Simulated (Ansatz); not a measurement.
Basis sets compared for Si₆O⁺. Charge 1, multiplicity 2. Geometry r2SCAN-D4/def2-SVP. Ansatz on 4 threads of Arm Neoverse V2 on a shared host; times are rough, and most runs start from earlier orbitals.

```xyz
7

O    -1.846   -0.001    1.043
Si    2.005    0.839   -0.579
Si    0.432   -0.925   -0.855
Si   -2.058   -0.946   -0.315
Si    1.196   -0.164    1.289
Si    1.163    0.291   -2.693
Si   -0.893    0.906    2.111
```

Another isomer (doublet) lies 0.45 eV lower at PBE0-D4/def2-TZVP; other spin states weren't run for this one.

```
           level  functions  energy (Eh)  HOMO (eV)  LUMO (eV)  wall time
 PBE-D4/def2-SVP        122   -1810.3600      -9.45      -8.87      2.6 s
PBE0-D4/def2-SVP        122   -1810.4826     -10.21      -8.17      4.3 s
```

**Question.** Estimate the rows for PBE-D4/def2-TZVP (with forces), PBE0-D4/def2-TZVP.

**Answer.** 
```json
{"level": "PBE-D4/def2-TZVP (with forces)", "functions": "253", "energy (Eh)": "-1811.0600", "HOMO (eV)": "-9.34", "LUMO (eV)": "-8.74", "wall time": "7.5 s"}
{"level": "PBE0-D4/def2-TZVP", "functions": "253", "energy (Eh)": "-1811.1796", "HOMO (eV)": "-10.09", "LUMO (eV)": "-8.01", "wall time": "19 s"}
```
